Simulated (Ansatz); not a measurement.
Molecule: C$_{5}$H$_{6}$S, net charge 0, singlet state. 
Coordinates optimised at B3LYP-D3(BJ)/def2-TZVP (Ansatz, a program for electronic structure):
```xyz
12

C     -2.2699    -0.0970    -0.0421
C     -0.7851    -0.1672     0.1103
C     -0.0546    -0.9890     0.9212
C      1.3509    -0.7886     0.8161
C      1.6750     0.1876    -0.0773
S      0.2663     0.8686    -0.7962
H     -2.6587     0.8896     0.2198
H     -2.7418    -0.8285     0.6140
H     -2.5835    -0.3123    -1.0661
H     -0.5118    -1.7181     1.5759
H      2.0842    -1.3465     1.3804
H      2.6534     0.5441    -0.3533
```

Basis-set convergence of Hartree-Fock and CCSD(T) correlation energies (hartree) with Ansatz. Cores are frozen in the correlated levels unless marked. No spin-orbit coupling. No relativistic terms.

The Hartree-Fock reference is unstable (checked in the largest basis), which strains HF and MP2. 

```
basis        functions       E(HF)  E(corr, CCSD(T))
-----------  ---------  ----------  ----------------
cc-pV(D+d)Z        123  -590.36808          -0.88831
cc-pV(T+d)Z        273  -590.43353          -1.07542
cc-pV(Q+d)Z        519  -590.44928          -1.13408
```

Extrapolating the two largest sets (X = 3 and 4) as X^-3: E(corr) = (64·(-1.13408) - 27·(-1.07542))/37 = -1.1769 Eh, an estimate of the basis-set limit. The largest set recovers 96.4 % of it, the smallest 75.5 %.
